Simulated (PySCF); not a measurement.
# Dipole moment and polarisability of `FC/C=C(/Cl)CF`

Species: C4H5ClF2.
Cartesian coordinates in Å at the GFN2-xTB level; atoms count from 1:
```xyz
12
C4H5ClF2 angstrom
F      2.0156    1.2343    1.6097
C      1.2036    0.2925    1.0338
C      0.4286    0.9189   -0.0828
C     -0.5620    0.3511   -0.7540
Cl    -1.3701    1.2174   -2.0198
C     -1.1422   -1.0209   -0.5696
F     -0.3429   -1.8242    0.1991
H      0.5535   -0.0970    1.8239
H      1.8542   -0.5120    0.6720
H      0.7395    1.9227   -0.3325
H     -1.2604   -1.5183   -1.5386
H     -2.1163   -0.9651   -0.0673
```

Level: PBE0/def2-SVPD (PySCF), static field, nuclei fixed, core orbitals frozen in the response. The polarisability tensor in these axes (au):

```
x   67.72  3.74 17.49
y    3.74 61.69 -3.63
z   17.49 -3.63 66.68
```

Problem. Give the principal values, the mean and the anisotropy Δα = √{½[(α1 − α2)² + (α2 − α3)² + (α1 − α3)²]}.

Solution. Principal values 47.76, 63.64 and 84.70 au; mean 65.36 au = 9.69 Å³ = 10.78 × 10⁻⁴⁰ C²·m²/J; Δα = 32.10 au (49 % of the mean).

Problem. What is the dipole moment, and where does it point?

Solution. (-1.25, -0.98, -0.55) D, 1.68 D in size, pointing from the negative to the positive side. Measured along this direction, the outermost atoms are F1 at the negative end and H11 at the positive end.

Problem. Give the principal axes and the span of the nuclei along them.

Solution. Largest value along (0.72, 0.01, 0.70), where the nuclei span 4.96 Å; middle along (0.24, 0.94, -0.26), 3.90 Å; least along (-0.65, 0.35, 0.67), 1.94 Å. The response follows the extents in order.

Problem. What are the principal values of the traceless quadrupole moment, Θ = ½Σq(3rr − r²1), about the centre of nuclear charge?

Solution. -4.62, -0.14, 4.76 D·Å. The values depend on the origin, since the dipole doesn't vanish. The electronic extent ⟨r²⟩ about the same centre is 1135 bohr², a root-mean-square distance of 2.23 Å for the 64 electrons.

Problem. Refractivity n − 1 of an ideal gas of it at 298.15 K and 1 atm, from the electronic α?

Solution. N = p/kT = 2.4615 × 10¹⁹ cm⁻³, so n − 1 = 2π × N × 9.69 × 10⁻²⁴ cm³ = 1498 × 10⁻⁶ at long wavelengths, for an ideal gas.

Problem. Rayleigh depolarisation ratio (linearly polarised light, static tensor)?

Solution. ρ = 3Δα²/(45ᾱ² + 4Δα²) = 3091.6/(192263 + 4122.1) = 0.0157.

Isolated species at its GFN2-xTB geometry (one conformer only).
